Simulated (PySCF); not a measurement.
# Computed records: AlBClH$_{4}$, AlBH$_{4}$NSi, AlClH$_{2}$NSi, Al$_{2}$H$_{3}$ and others

All values are calculated (PySCF 2.14.0). Calculation on a computer-drawn molecule: the log of a Hartree-Fock and frozen-core CCSD(T) single point meant for a local Hartree-Fock minimum, with one planted fault or none, to be diagnosed. Offsets are logged minus clean, where the clean run is the same molecule without the fault. The reference is restricted for singlets and unrestricted otherwise, and also for a bond in bohr or an excited solution. Adding or removing an electron swaps singlet and doublet. The excited solution moves the top pair (singlet) or top alpha electron (doublet) to the lowest empty orbital. Highest occupied and lowest empty are orbital energies over both spins, largest force is the largest gradient component, triples share is (T) over the correlation energy, the T1 limit is 0.02 restricted and 0.045 unrestricted, electrons count all cores, a negative frequency is imaginary (commonest isotopes), and the dipole is about the centre of nuclear charge.

Common to all runs: logged SCF converged yes; possible faults no fault, one electron removed, one electron added, multiplicity raised by two, geometry at a saddle point, SCF held on an excited solution, minimal basis STO-3G, one bond length entered in bohr, all coordinates scaled.

(1) 
```xyz
7
formula=AlBClH4 meant_charge=-1 meant_multiplicity=1 meant_basis=aug-cc-pV(D+d)Z logged_electrons=40 logged_basis_functions=123 logged_spin_squared=0.4299 logged_highest_occupied=-2.2989 logged_lowest_empty=3.191 logged_largest_force=0.014387 logged_T1_diagnostic=0.059856 logged_D1_diagnostic=0.24958 logged_triples_share=0.031748 logged_CC_converged=yes logged_dipole_magnitude=8.0866 logged_SCF_stable_within_its_kind=yes logged_energy_HF=-728.38353 logged_energy_CCSD(T)=-728.78412 planted_fault=one_bond_length_entered_in_bohr,row_4_of_the_drawn_bonds HF_energy_offset_from_clean_run=54.84 CCSD(T)_energy_offset_from_clean_run=52.65
Al    -0.5590     0.1226    -0.7517
B      1.5478     0.6567    -1.1317
Cl     2.6913    -0.2175    -2.2876
H     -1.4545     1.4460    -1.1424
H     -1.4702    -2.3323    -2.3916
H     -0.6808    -0.1798     0.8607
H      2.1715     1.5657    -0.6310
```

Units: logged_highest_occupied, logged_lowest_empty in eV; logged_largest_force in hartree/bohr; logged_dipole_magnitude in debye; logged_energy_HF, logged_energy_CCSD(T) in hartree; HF_energy_offset_from_clean_run, CCSD(T)_energy_offset_from_clean_run in kcal/mol.

Drawn bonds:
```tsv
atom	other atom	order
1	2	1
2	3	1
1	4	1
1	5	1
1	6	1
2	7	1
```

Notes: T1 above single-reference limit.

(2) 
```xyz
8
formula=AlBH4NSi meant_charge=1 meant_multiplicity=1 meant_basis=cc-pV(D+d)Z logged_electrons=42 logged_basis_functions=32 logged_spin_squared=0 logged_highest_occupied=-14.334 logged_lowest_empty=1.3559 logged_largest_force=0.035539 logged_T1_diagnostic=0.01806 logged_D1_diagnostic=0.051306 logged_triples_share=0.04046 logged_CC_converged=yes logged_dipole_magnitude=8.3019 logged_SCF_stable_within_its_kind=yes logged_energy_HF=-604.96319 logged_energy_CCSD(T)=-605.18511 planted_fault=minimal_basis_STO-3G HF_energy_offset_from_clean_run=4491 CCSD(T)_energy_offset_from_clean_run=4619
Al     0.9902     1.3649    -2.2863
N     -0.0884     1.2284    -1.0104
B     -0.9104     1.1246    -0.0381
Si    -2.2248     0.9585     1.5165
H      1.9791     1.4901    -3.4558
H     -3.1208     2.1222     1.4197
H     -1.4106     0.9712     2.7426
H     -2.9311    -0.3177     1.3190
```

Units: logged_highest_occupied, logged_lowest_empty in eV; logged_largest_force in hartree/bohr; logged_dipole_magnitude in debye; logged_energy_HF, logged_energy_CCSD(T) in hartree; HF_energy_offset_from_clean_run, CCSD(T)_energy_offset_from_clean_run in kcal/mol.

Drawn bonds:
```tsv
atom	other atom	order
1	2	2
2	3	1
3	4	1
1	5	1
4	6	1
4	7	1
4	8	1
```

(3) 
```xyz
6
formula=AlClH2NSi meant_charge=0 meant_multiplicity=2 meant_basis=cc-pV(D+d)Z logged_electrons=53 logged_basis_functions=93 logged_spin_squared=3.7842 logged_highest_occupied=-6.0962 logged_lowest_empty=-0.69168 logged_largest_force=0.15966 logged_T1_diagnostic=0.038804 logged_D1_diagnostic=0.23374 logged_triples_share=0.025825 logged_CC_converged=yes logged_dipole_magnitude=2.8276 logged_SCF_stable_within_its_kind=yes logged_energy_HF=-1045.88529 logged_energy_CCSD(T)=-1046.32834 planted_fault=multiplicity_raised_by_two HF_energy_offset_from_clean_run=75.35 CCSD(T)_energy_offset_from_clean_run=102.6
Al    -2.9624    -0.2945    -0.6920
N     -1.3258    -0.1855    -0.0498
Si     0.0632     0.0811     0.5822
Cl     0.4343     1.2247     2.2302
H     -3.8951    -1.5024    -0.2214
H      1.3568    -0.4248     0.1272
```

Units: logged_highest_occupied, logged_lowest_empty in eV; logged_largest_force in hartree/bohr; logged_dipole_magnitude in debye; logged_energy_HF, logged_energy_CCSD(T) in hartree; HF_energy_offset_from_clean_run, CCSD(T)_energy_offset_from_clean_run in kcal/mol.

Drawn bonds:
```tsv
atom	other atom	order
1	2	2
2	3	1
3	4	1
1	5	1
3	6	1
```

(4) 
```xyz
6
formula=AlClH2NSi meant_charge=0 meant_multiplicity=2 meant_basis=cc-pV(D+d)Z logged_electrons=53 logged_basis_functions=34 logged_spin_squared=1.1513 logged_highest_occupied=-4.7494 logged_lowest_empty=6.9917 logged_largest_force=0.047313 logged_T1_diagnostic=0.055447 logged_D1_diagnostic=0.24474 logged_triples_share=0.029631 logged_CC_converged=yes logged_dipole_magnitude=4.102 logged_SCF_stable_within_its_kind=yes logged_energy_HF=-1034.06186 logged_energy_CCSD(T)=-1034.22496 planted_fault=minimal_basis_STO-3G HF_energy_offset_from_clean_run=7495 CCSD(T)_energy_offset_from_clean_run=7698
Al    -2.9624    -0.2945    -0.6920
N     -1.3258    -0.1855    -0.0498
Si     0.0632     0.0811     0.5822
Cl     0.4343     1.2247     2.2302
H     -3.8951    -1.5024    -0.2214
H      1.3568    -0.4248     0.1272
```

Units: logged_highest_occupied, logged_lowest_empty in eV; logged_largest_force in hartree/bohr; logged_dipole_magnitude in debye; logged_energy_HF, logged_energy_CCSD(T) in hartree; HF_energy_offset_from_clean_run, CCSD(T)_energy_offset_from_clean_run in kcal/mol.

Drawn bonds:
```tsv
atom	other atom	order
1	2	2
2	3	1
3	4	1
1	5	1
3	6	1
```

Notes: T1 above single-reference limit.

(5) 
```xyz
6
formula=AlClH2NSi meant_charge=0 meant_multiplicity=2 meant_basis=cc-pV(D+d)Z logged_electrons=53 logged_basis_functions=93 logged_spin_squared=0.757 logged_highest_occupied=-7.5697 logged_lowest_empty=1.3617 logged_largest_force=1.588e-05 logged_lowest_frequency=59.206 logged_T1_diagnostic=0.018425 logged_D1_diagnostic=0.059738 logged_triples_share=0.032957 logged_CC_converged=yes logged_dipole_magnitude=2.2359 logged_SCF_stable_within_its_kind=yes logged_energy_HF=-1046.00537 logged_energy_CCSD(T)=-1046.49191 planted_fault=no_fault HF_energy_offset_from_clean_run=0 CCSD(T)_energy_offset_from_clean_run=0
Al    -2.9624    -0.2945    -0.6920
N     -1.3258    -0.1855    -0.0498
Si     0.0632     0.0811     0.5822
Cl     0.4343     1.2247     2.2302
H     -3.8951    -1.5024    -0.2214
H      1.3568    -0.4248     0.1272
```

Units: logged_highest_occupied, logged_lowest_empty in eV; logged_largest_force in hartree/bohr; logged_lowest_frequency in cm⁻¹; logged_dipole_magnitude in debye; logged_energy_HF, logged_energy_CCSD(T) in hartree; HF_energy_offset_from_clean_run, CCSD(T)_energy_offset_from_clean_run in kcal/mol.

Drawn bonds:
```tsv
atom	other atom	order
1	2	2
2	3	1
3	4	1
1	5	1
3	6	1
```

(6) 
```xyz
6
formula=AlClH2NSi meant_charge=0 meant_multiplicity=2 meant_basis=cc-pV(D+d)Z logged_electrons=52 logged_basis_functions=93 logged_spin_squared=0 logged_highest_occupied=-15.778 logged_lowest_empty=-6.1162 logged_largest_force=0.069627 logged_T1_diagnostic=0.019382 logged_D1_diagnostic=0.053815 logged_triples_share=0.033591 logged_CC_converged=yes logged_dipole_magnitude=9.2636 logged_SCF_stable_within_its_kind=yes logged_energy_HF=-1045.75316 logged_energy_CCSD(T)=-1046.23532 planted_fault=one_electron_removed HF_energy_offset_from_clean_run=158.3 CCSD(T)_energy_offset_from_clean_run=161
Al    -2.9624    -0.2945    -0.6920
N     -1.3258    -0.1855    -0.0498
Si     0.0632     0.0811     0.5822
Cl     0.4343     1.2247     2.2302
H     -3.8951    -1.5024    -0.2214
H      1.3568    -0.4248     0.1272
```

Units: logged_highest_occupied, logged_lowest_empty in eV; logged_largest_force in hartree/bohr; logged_dipole_magnitude in debye; logged_energy_HF, logged_energy_CCSD(T) in hartree; HF_energy_offset_from_clean_run, CCSD(T)_energy_offset_from_clean_run in kcal/mol.

Drawn bonds:
```tsv
atom	other atom	order
1	2	2
2	3	1
3	4	1
1	5	1
3	6	1
```

(7) 
```xyz
5
formula=Al2H3 meant_charge=0 meant_multiplicity=2 meant_basis=cc-pV(D+d)Z logged_electrons=30 logged_basis_functions=61 logged_spin_squared=0 logged_highest_occupied=-0.55169 logged_lowest_empty=5.5191 logged_largest_force=0.026512 logged_T1_diagnostic=0.028648 logged_D1_diagnostic=0.080545 logged_triples_share=0.033994 logged_CC_converged=yes logged_dipole_magnitude=1.8822 logged_SCF_stable_within_its_kind=yes logged_energy_HF=-485.52437 logged_energy_CCSD(T)=-485.71519 planted_fault=one_electron_added HF_energy_offset_from_clean_run=3.175 CCSD(T)_energy_offset_from_clean_run=-20.02
Al    -0.2678    -3.1221     1.0505
Al     1.2049    -1.5195    -0.3771
H     -1.0998    -2.7972     2.3715
H      0.6067    -0.7967    -1.6572
H      2.7716    -1.4321    -0.1383
```

Units: logged_highest_occupied, logged_lowest_empty in eV; logged_largest_force in hartree/bohr; logged_dipole_magnitude in debye; logged_energy_HF, logged_energy_CCSD(T) in hartree; HF_energy_offset_from_clean_run, CCSD(T)_energy_offset_from_clean_run in kcal/mol.

Drawn bonds:
```tsv
atom	other atom	order
1	2	1
1	3	1
2	4	1
2	5	1
```

Notes: T1 above single-reference limit.

(8) 
```xyz
9
formula=Al2BH5N meant_charge=0 meant_multiplicity=2 meant_basis=cc-pV(D+d)Z logged_electrons=43 logged_basis_functions=99 logged_spin_squared=0.7594 logged_highest_occupied=-8.7754 logged_lowest_empty=0.57737 logged_largest_force=0.045756 logged_T1_diagnostic=0.019457 logged_D1_diagnostic=0.064488 logged_triples_share=0.033207 logged_CC_converged=yes logged_dipole_magnitude=1.8932 logged_SCF_stable_within_its_kind=yes logged_energy_HF=-565.83655 logged_energy_CCSD(T)=-566.27313 planted_fault=all_coordinates_scaled,by_+9.1_% HF_energy_offset_from_clean_run=32.17 CCSD(T)_energy_offset_from_clean_run=24.34
Al    -2.6776    -1.7428     0.0407
N     -1.6945    -1.1098     1.6408
B     -1.2750     0.3493     1.9161
Al    -0.0961     0.9897     3.8756
H     -3.0130    -3.4489     0.0054
H     -1.4159    -1.8440     2.4076
H     -1.6142     1.2296     0.9872
H      0.3286    -0.2033     5.0704
H      0.3914     2.6193     4.2172
```

Units: logged_highest_occupied, logged_lowest_empty in eV; logged_largest_force in hartree/bohr; logged_dipole_magnitude in debye; logged_energy_HF, logged_energy_CCSD(T) in hartree; HF_energy_offset_from_clean_run, CCSD(T)_energy_offset_from_clean_run in kcal/mol.

Drawn bonds:
```tsv
atom	other atom	order
1	2	1
2	3	1
3	4	1
1	5	1
2	6	1
3	7	1
4	8	1
4	9	1
```

(9) 
```xyz
5
formula=Al2H2N meant_charge=0 meant_multiplicity=2 meant_basis=cc-pV(D+d)Z logged_electrons=35 logged_basis_functions=70 logged_spin_squared=0.9228 logged_highest_occupied=-4.1827 logged_lowest_empty=-0.46128 logged_largest_force=0.030128 logged_dipole_magnitude=3.2285 logged_SCF_stable_within_its_kind=no logged_energy_HF=-539.31977 planted_fault=SCF_held_on_an_excited_solution HF_energy_offset_from_clean_run=55.38
Al    -0.2989    -0.2626     1.7123
N     -0.8851    -0.4085     0.1946
Al    -1.5554    -0.4341    -1.4244
H      0.2569    -0.1184     3.1571
H     -1.4782    -1.7634    -2.3260
```

Units: logged_highest_occupied, logged_lowest_empty in eV; logged_largest_force in hartree/bohr; logged_dipole_magnitude in debye; logged_energy_HF in hartree; HF_energy_offset_from_clean_run in kcal/mol.

Drawn bonds:
```tsv
atom	other atom	order
1	2	1
2	3	2
1	4	1
3	5	1
```

Notes: coupled-cluster numbers left out as unreliable.

(10) 
```xyz
6
formula=AlClH2NSi meant_charge=0 meant_multiplicity=2 meant_basis=cc-pV(D+d)Z logged_electrons=53 logged_basis_functions=93 logged_spin_squared=0.7584 logged_highest_occupied=-7.6518 logged_lowest_empty=1.2741 logged_largest_force=0.012783 logged_T1_diagnostic=0.019009 logged_D1_diagnostic=0.063751 logged_triples_share=0.033888 logged_CC_converged=yes logged_dipole_magnitude=2.1475 logged_SCF_stable_within_its_kind=yes logged_energy_HF=-1046.00397 logged_energy_CCSD(T)=-1046.49312 planted_fault=all_coordinates_scaled,by_+1.4_% HF_energy_offset_from_clean_run=0.8759 CCSD(T)_energy_offset_from_clean_run=-0.7592
Al     0.9683     0.6255    -0.7353
N      0.9535     2.2517    -1.4740
Si     1.1276     3.6912    -2.0781
Cl     2.4807     5.1226    -1.4463
H     -0.0205     0.3258     0.5117
H      0.3704     4.2934    -3.2009
```

Units: logged_highest_occupied, logged_lowest_empty in eV; logged_largest_force in hartree/bohr; logged_dipole_magnitude in debye; logged_energy_HF, logged_energy_CCSD(T) in hartree; HF_energy_offset_from_clean_run, CCSD(T)_energy_offset_from_clean_run in kcal/mol.

Drawn bonds:
```tsv
atom	other atom	order
1	2	1
2	3	2
3	4	1
1	5	1
3	6	1
```
